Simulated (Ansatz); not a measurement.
All values below come from frozen-core CCSD(T)/cc-pVDZ // PBE0-D4/def2-SVP (Ansatz, an electronic-structure program). The restricted HF reference is unstable towards unrestricted orbitals.

Ansatz 0.2 input:
```yaml
crystal:
  periodic: [false, false, false]
  atoms:
    - { symbol: B, position_ang: [3.645083, -0.260295, -0.131742] }
    - { symbol: C, position_ang: [2.11149, -0.155545, -0.091737] }
    - { symbol: C, position_ang: [1.319282, -0.449842, -1.233318] }
    - { symbol: C, position_ang: [-0.059871, -0.361561, -1.217323] }
    - { symbol: C, position_ang: [-0.714403, 0.032254, -0.036673] }
    - { symbol: C, position_ang: [-2.13466, 0.192177, 0.208852] }
    - { symbol: B, position_ang: [-3.293631, -0.029629, -0.763779] }
    - { symbol: C, position_ang: [-2.34964, 0.596436, 1.51252] }
    - { symbol: S, position_ang: [-0.934287, 0.792181, 2.452037] }
    - { symbol: C, position_ang: [0.071648, 0.326427, 1.103203] }
    - { symbol: C, position_ang: [1.459952, 0.237706, 1.088351] }
    - { symbol: H, position_ang: [4.296803, -0.004019, 0.855476] }
    - { symbol: H, position_ang: [4.209725, -0.59852, -1.146922] }
    - { symbol: H, position_ang: [1.826894, -0.755865, -2.151634] }
    - { symbol: H, position_ang: [-0.649111, -0.592728, -2.106997] }
    - { symbol: H, position_ang: [-4.427241, 0.153258, -0.384656] }
    - { symbol: H, position_ang: [-3.102042, -0.384024, -1.903468] }
    - { symbol: H, position_ang: [-3.322301, 0.791948, 1.966945] }
    - { symbol: H, position_ang: [2.046308, 0.469642, 1.980866] }
basis:
  gaussian: { orbitals: cc-pVDZ }
correlation:
  method: ccsd_t
```

Output:

```
Functional definition: HF
1858 factors; integrals over basis functions are off by at most 9.3e-4 eV
mean field evaluation 1: about -20525.3291 eV, gradient 3.9e1 eV
mean field evaluation 2: about -20525.8061 eV, gradient 3.9e1 eV
mean field evaluation 4: about -20531.1466 eV, gradient 7.0e0 eV
mean field evaluation 8: about -20531.3253 eV, gradient 2.1e-1 eV
mean field evaluation 16: about -20529.7805 eV, gradient 1.9e1 eV
mean field evaluation 32: about -20519.3702 eV, gradient 2.4e1 eV
mean field -20531.32577869 eV, -754.5123057345 hartree, gradient 1.7e-6 eV, S^2 0.000000; 1 other end points of the search recorded, 0 dependent functions left out; unrestricted orbitals would lower it
15 core orbitals not correlated
reference -20531.32577869 eV, -754.5123057345 hartree; 26, 26 occupied and 157, 157 virtual orbitals, 1858 factors
second order -36.14666327 eV of doubles, -0.00000000 eV of singles
cycle   1  -36.48332316 eV  change   -3.4e-1 eV  update   1.7e-1
cycle   2  -37.64584204 eV  change    -1.2e0 eV  update   5.2e-2
cycle   3  -37.90332520 eV  change   -2.6e-1 eV  update   2.5e-2
cycle   4  -37.89738605 eV  change    5.9e-3 eV  update   7.1e-3
cycle   5  -37.89665484 eV  change    7.3e-4 eV  update   4.4e-3
cycle   6  -37.89778792 eV  change   -1.1e-3 eV  update   1.6e-3
cycle   7  -37.89684587 eV  change    9.4e-4 eV  update   8.3e-4
cycle   8  -37.89668239 eV  change    1.6e-4 eV  update   3.5e-4
cycle   9  -37.89676218 eV  change   -8.0e-5 eV  update   1.4e-4
cycle  10  -37.89672451 eV  change    3.8e-5 eV  update   5.4e-5
perturbative correction -1.78081777 eV, -0.0654438461 hartree
Total energy: -20571.00332097 eV, -755.9704285190 hartree
```

Cost: roughly 7 core-minutes.
